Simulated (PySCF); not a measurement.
GeH5Si, SMILES [SiH3][GeH2] (connectivity only; charge and spin as stated), charge +1, multiplicity 1.

Geometry optimised at PBE0-D3(BJ)/def2-TZVP. The spin state was assumed, not searched. The isomer is the one that the SMILES or the coordinates give; other isomers of the formula were not compared.

These are PBE/def2-TZVPD in PySCF values and carry that method's errors.

Isolated molecule, no solvent.

Computed frontier levels, gap, dipole moment and polarisability:
highest occupied level: -13.36 eV
lowest empty level: -10.12 eV
orbital gap: 3.24 eV
dipole moment about the centre of nuclear charge: 0.12 D
mean static polarisability: 55.5 bohr³ (8.23 Å³)
polarisability, principal values: 42.5, 50.5, 73.7 bohr³
